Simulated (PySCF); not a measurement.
## Correlation energy of Rh (rhodium, neutral)

[Kr] 4d8 5s1, high-spin 4F determinant. All numbers are calculated (PySCF 2.14, the spin-free X2C one-electron Hamiltonian (Gaussian nucleus), in x2c-TZVPall). Frozen: [Kr]; 9 electrons correlated.

MP2 pair energies summed by pair of shells (mhartree):

| pair | energy | share (%) |
| --- | --- | --- |
| 4d-4d | -166.62 | 88.0 |
| 4d-5s | -22.64 | 12.0 |

Total MP2 correlation energy: -189.25 mhartree.

Same-spin part -74.54 and opposite-spin part -114.71 mhartree; SCS-MP2 scales them by 1/3 and 6/5 to -162.50 mhartree.
